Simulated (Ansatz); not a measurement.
`CN(C)c1ccc(F)c(C#N)c1N(C)C`. Charge 0, multiplicity 3. Geometry r2SCAN-D4/def2-SVP, that of the neutral singlet; atoms count from 1.

```xyz
29

C     1.1760    0.1668   -2.0687
N     1.0378   -0.8834   -1.0690
C     1.9865   -1.9560   -1.2605
C     0.7865   -0.4652    0.2530
C     1.6843   -0.7708    1.2868
C     1.4966   -0.3474    2.6065
C     0.3710    0.3968    2.8985
F     0.1468    0.8095    4.1493
C    -0.5939    0.6952    1.9153
C    -1.8117    1.2836    2.3634
N    -2.8105    1.7393    2.7579
C    -0.4033    0.2798    0.5637
N    -1.3245    0.5975   -0.4252
C    -2.0614    1.8457   -0.4319
C    -1.9065   -0.4523   -1.2412
H     0.4051    0.9335   -1.9209
H     2.1721    0.6550   -2.0187
H     1.0542   -0.2637   -3.0757
H     1.7692   -2.7868   -0.5728
H     3.0455   -1.6484   -1.1134
H     1.8954   -2.3296   -2.2926
H     2.5965   -1.3200    1.0473
H     2.2199   -0.5710    3.3931
H    -2.1780    2.1751   -1.4804
H    -1.5021    2.6205    0.1101
H    -3.0687    1.7713    0.0167
H    -1.2262   -1.3115   -1.2904
H    -2.8824   -0.7805   -0.8319
H    -2.0742   -0.0831   -2.2683
```

At PBE0-D4/def2-SVP a singlet of charge 0 lies 3.07 eV below the triplet at the same geometry.

Estimate the Mulliken populations from the PBE0/def2-SVP orbitals of Ansatz.


```
atom  charge (e)  spin (α − β)
  C1        0.06          0.00
  N2       -0.39          0.12
  C3        0.06         -0.01
  C4        0.14          0.05
  C5       -0.13          0.23
  C6       -0.10          0.38
  C7        0.35         -0.05
  F8       -0.18          0.00
  C9       -0.29          0.31
 C10       -0.18         -0.09
 N11       -0.05          0.21
 C12        0.16          0.49
 N13       -0.36          0.32
 C14        0.05         -0.02
 C15        0.06         -0.01
 H16        0.07          0.00
 H17        0.05          0.01
 H18        0.05          0.00
 H19        0.07          0.00
 H20        0.05          0.01
 H21        0.05          0.00
 H22       -0.01         -0.01
 H23        0.03         -0.02
 H24        0.05          0.02
 H25        0.09          0.00
 H26        0.09          0.02
 H27        0.08          0.00
 H28        0.07          0.03
 H29        0.04          0.00
```
Mulliken values depend strongly on the basis.

Where does the spin sit?

Summed by element: C 1.28, N 0.65, F 0.00, H 0.07, of 2 unpaired in all. Largest on single atoms: C12 0.49, C6 0.38, N13 0.32.

And the Mayer bond orders between heavy atoms (over 0.3)?

C1–N2 0.96 (1.46 Å); N2–C3 1.00 (1.44 Å); N2–C4 1.10 (1.41 Å); C4–C5 1.41 (1.40 Å); C4–C12 1.23 (1.44 Å); C5–C6 1.11 (1.40 Å); C6–C7 1.34 (1.38 Å); C7–F8 1.12 (1.34 Å); C7–C9 1.31 (1.41 Å); C9–C10 1.22 (1.42 Å); C9–C12 1.05 (1.43 Å); C10–N11 2.85 (1.17 Å); C12–N13 1.20 (1.39 Å); N13–C14 0.97 (1.45 Å); N13–C15 0.95 (1.45 Å).
